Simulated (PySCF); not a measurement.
Computed with PySCF 2.14.0 with B3LYP-D3(BJ)/def2-TZVP // PBE0-D4/def2-TZVP. All species are isolated molecules in the gas phase. One relaxed conformer stands for a flexible species; it need not be the lowest. B3LYP has the VWN-RPA correlation part, as in Gaussian. 

Reference species (SMILES): `[H]/[O+]=C\O` (H–O–C–O torsion 0°) (charge +1, multiplicity 1).

The HOMO–LUMO gap comes out as 9.35 eV and the LUMO is -8.46 eV.

Changed species: `O=C[OH2+]` (not the most basic site; O–C–O–H torsion 12°) (proton added at O3; the reference has proton added at O1).

Problem. Predict the effect on the HOMO–LUMO gap and LUMO.

Solution. the HOMO–LUMO gap falls by 0.73 eV, to 8.62 eV; the LUMO rises by 0.49 eV, to -7.97 eV.
